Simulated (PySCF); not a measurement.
Homolysis of single bonds, series Sn F-H. All species are isolated molecules in the gas phase. Strings in code marks are SMILES.

Computed with PBE-D3(BJ)/def2-TZVP // PBE0-D3(BJ)/def2-TZVP run with PySCF 2.14.0. All candidates: neutral, multiplicity 1. 

| Quantity | Value |
|---|---|
| HOMO–LUMO gap | 7.65 eV |
| dipole moment | 0.00 D |
| HOMO | -7.93 eV |

**Question.** Identify which member has these values.
(A) `[F][Sn]([F])([F])[F]`
(B) `[SnH4]`
(C) `[F][SnH]([F])[F]`

**Answer.** B, `[SnH4]`. The others give `[F][Sn]([F])([F])[F]`: 5.64 eV, 0.00 D, -10.25 eV; `[F][SnH]([F])[F]`: 6.13 eV, 3.12 D, -9.29 eV
